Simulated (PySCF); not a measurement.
Sn(H)2(Vi)2, C4H8Sn, SMILES C=[CH][SnH2][CH]=C, B3LYP/def2-SVP optimised geometry.

```
13

Sn    -1.10     0.49     0.00
C      1.06     0.49     0.00
C      1.80    -0.11     0.95
C     -1.89    -0.54    -1.72
C     -2.63    -1.65    -1.64
H     -1.64    -0.34     1.41
H     -1.67     2.12     0.00
H      1.58     1.01    -0.82
H      2.89    -0.09     0.92
H      1.35    -0.64     1.79
H     -1.67    -0.13    -2.72
H     -3.02    -2.16    -2.53
H     -2.89    -2.12    -0.68
```

Density from PySCF with B3LYP/def2-TZVP, def2 effective core potentials past Kr at that geometry. The core electrons that the potentials of Sn replace are not part of the density.

Minimum of the electron density along straight lines between bonded atoms, close to the bond critical point (lines longer than 1.1 times the sum of covalent radii, or with two minima, are not listed):

```
bond    length / Å  ρ at the minimum / e bohr⁻³  ∇²ρ there / e bohr⁻⁵  position (fraction from the first atom)
------  ----------  ---------------------------  --------------------  ---------------------------------------
Sn1–C2       2.158                        0.103                  0.13                                     0.51
C2–C3        1.338                        0.348                 -1.05                                     0.50
Sn1–C4       2.158                        0.103                  0.13                                     0.51
C4–C5        1.338                        0.348                 -1.05                                     0.50
Sn1–H6       1.724                        0.110                  0.08                                     0.63
Sn1–H7       1.726                        0.110                  0.08                                     0.63
C2–H8        1.098                        0.275                 -0.94                                     0.64
C3–H9        1.098                        0.277                 -0.96                                     0.65
C3–H10       1.096                        0.279                 -0.97                                     0.65
C4–H11       1.098                        0.275                 -0.94                                     0.64
C5–H12       1.098                        0.277                 -0.96                                     0.65
C5–H13       1.096                        0.279                 -0.97                                     0.65
```
